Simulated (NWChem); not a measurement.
iodoethane (C2H5I); SMILES CCI

Results from NWChem. Geometry: optimised at PBE0/def2-SVP. def2 effective core potentials on I; no spin-orbit coupling.

For level B3LYP/3-21G (all-electron, non-relativistic):

| Quantity | Value |
|---|---|
| highest occupied level (eV) | -6.67 |
| orbital gap (eV) | 6.17 |
| dipole (D) | 2.03 |

Task: What are these values for level B3LYP/def2-SVP (core potentials)?

Result: 
- highest occupied level (eV) = -6.82
- orbital gap (eV) = 6.02
- dipole (D) = 1.89
